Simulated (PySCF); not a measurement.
Species: C6H6N2O2.
SMILES: `CC(=O)Oc1cnccn1`

Computed, not measured: PySCF 2.14.0, density-fitted response routines, TDDFT B3LYP/def2-SVPD, vertical, gas phase, core orbitals frozen in the response. The structure is a single PBE0-D3(BJ)/def2-SVP conformer in the gas phase; no vibrational or solvent corrections.

Broadening: Gaussians 0.5 eV wide at half height, area fixed by f = 4.319×10⁻⁹ ∫ε dν̃. The width is an assumption, not a result. The curve ends short of the highest state used, and states not computed would add to its high-energy end.

| λ (nm) | ε (L mol⁻¹ cm⁻¹) |
| --- | --- |
| 205.6 | 6697 |
| 210.1 | 7131 |
| 214.5 | 5800 |
| 219.0 | 4205 |
| 223.5 | 3815 |
| 228.0 | 4891 |
| 232.4 | 6506 |
| 236.9 | 7476 |
| 241.4 | 7060 |
| 245.9 | 5512 |
| 250.3 | 3660 |
| 254.8 | 2066 |
| 259.3 | 1020 |
| 263.8 | 456 |
| 268.2 | 208 |
| 272.7 | 121 |
| 277.2 | 117 |
| 281.7 | 150 |
| 286.1 | 192 |
| 290.6 | 229 |
| 295.1 | 249 |
| 299.6 | 248 |
| 304.0 | 227 |
| 308.5 | 193 |
| 313.0 | 152 |
| 317.5 | 113 |
| 321.9 | 80 |
| 326.4 | 53 |
| 330.9 | 33 |
| 335.4 | 20 |
| 339.8 | 12 |
| 344.3 | 7 |
| 348.8 | 4 |
| 353.2 | 2 |
| 357.7 | 1 |
| 362.2 | 0 |

**Question.** Locate the maxima and give the states behind the curve.

**Answer.** 297 nm (4.17 eV), ε about 250, made up of S1 (100%); 238 nm (5.21 eV), ε about 7500, made up of S3 (98%); 209 nm (5.94 eV), ε about 7200, made up of S6 (13%) and S7 (85%) (ε in L mol⁻¹ cm⁻¹; maxima over ε = 5, shares over 10%). The states used: S1 4.17 eV (f 0.0046); S2 4.75 eV (f 0.0002); S3 5.21 eV (f 0.137); S4 5.48 eV (f 0.0034); S5 5.64 eV (f 0.0013); S6 5.78 eV (f 0.023); S7 5.97 eV (f 0.115); S8 6.15 eV (f 0.0016); S9 6.29 eV (f 0.0006); S10 6.63 eV (f 0.019).

**Question.** Coming from long wavelengths, where does ε first pass 100 L mol⁻¹ cm⁻¹?

**Answer.** At about 319 nm (3.89 eV), 0.29 eV below S1.

**Question.** On this curve, what absorbance would a 10⁻⁵ mol/L sample give at 308 nm over a 1 cm path?

**Answer.** 308 nm is 4.025 eV, where ε is about 200 L mol⁻¹ cm⁻¹, so A = ε c l ≈ 0.002 (Beer–Lambert, with the gas-phase spectrum and the assumed width).

**Question.** What would ε be at 5.21 eV, the highest of these maxima, with half the width (0.25 eV)?

**Answer.** About 14700 L mol⁻¹ cm⁻¹ against 7510, a factor of about 1.96; a lone state at its own centre would give exactly 2.

All these states lie below the vertical ionisation energy of 9.57 eV (ΔSCF).
